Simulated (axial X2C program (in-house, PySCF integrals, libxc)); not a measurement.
Values are calculated unless marked as measured or tabulated.
**CrTe⁺: input and output**

Program: an in-house relativistic program for diatomic molecules.

The run was started with this input:
```json
{
 "zs": [
  52,
  24
 ],
 "q": 1,
 "bas": [
  "dyall-cv3z",
  "dyall-cv3z"
 ],
 "levels": [
  "PBE0",
  "HF",
  "PBE50"
 ],
 "cc": true,
 "r0": 2.39,
 "thr": -1.0,
 "nmax": 90,
 "npts": 10,
 "nst": 2,
 "ntry": 6
}
```
```bash
python so2c.py task.json out
```

Keys: zs atomic numbers; q charge; bas basis sets; levels methods; cc coupled cluster on or off; r0 starting distance in Å; thr threshold in hartree for freezing inner shells (an s shell follows its p shell); nmax most natural virtual spinors; npts points on the curve; nst determinants followed; ntry starts of the search. HF also brings MP2.

Output of the HF step, with spin–orbit coupling, at R = 2.530 Å for the state Ω = 3/2. It starts from PBE0 orbitals of this distance.

```
two-component X2C + atomic mean field  HF
basis functions 232  fitting functions 1239  grid points 5802
iter        total energy     max residual
   1      -7837.266545822     3.98e-01
   2      -7837.310232686     1.49e-02
   3      -7837.317128417     6.14e-02
   4      -7837.319370375     2.25e-02
   5      -7837.320135479     5.24e-03
   6      -7837.320392737     7.43e-03
   7      -7837.320480110     2.75e-03
   8      -7837.320525817     1.10e-03
   9      -7837.320550659     2.17e-03
  10      -7837.320564619     1.15e-03
  11      -7837.320569459     2.14e-04
  12      -7837.320571176     3.16e-04
  13      -7837.320571792     2.30e-04
  14      -7837.320572006     4.71e-05
  15      -7837.320572078     4.09e-05
  16      -7837.320572105     4.42e-05
  17      -7837.320572115     1.52e-05
  18      -7837.320572118     4.95e-06
  19      -7837.320572119     7.85e-06
  20      -7837.320572119     3.89e-06
  21      -7837.320572119     1.26e-06
converged
one-electron -11264.52786485  Coulomb 3393.28387118  exact exchange -222.80372929  xc functional 0.00000000  nuclear repulsion 261.03286926  atomic mean-field constant -4.30571842
correlated 11  virtual 315  natural virtual 90  E(MP2) -0.189639121  MP2 remainder -0.008055593
iter   CCSD correlation   residual
   1     -0.197268762   1.10e-01
   2     -0.203152809   5.43e-02
   3     -0.205654261   3.44e-02
   4     -0.206767002   2.34e-02
   5     -0.207527444   1.27e-02
   6     -0.207695035   5.91e-03
   7     -0.207724921   3.00e-03
   8     -0.207769820   1.72e-03
   9     -0.207770930   8.96e-04
  10     -0.207781010   5.06e-04
  11     -0.207778457   3.06e-04
  12     -0.207780398   1.93e-04
  13     -0.207780167   1.12e-04
  14     -0.207779524   6.39e-05
  15     -0.207779032   3.78e-05
  16     -0.207778479   2.07e-05
  17     -0.207778209   1.18e-05
  18     -0.207778068   7.04e-06
  19     -0.207777963   4.22e-06
  20     -0.207777976   2.62e-06
(T) -0.008464912  T1 0.0621  D1 0.1511  max T2 0.058
```
Energies are in hartree; totals compare only within one Hamiltonian and basis. T1 is large, a sign of multireference character or of a spin-contaminated reference. T1 in the output is the amplitude norm over the root of the electron number; divide by √2 for the Lee–Taylor value. The determinant is spin-polarised beyond a pure state at some levels (its spin-free form has ⟨S²⟩ too high), which makes Re and μ there less reliable.
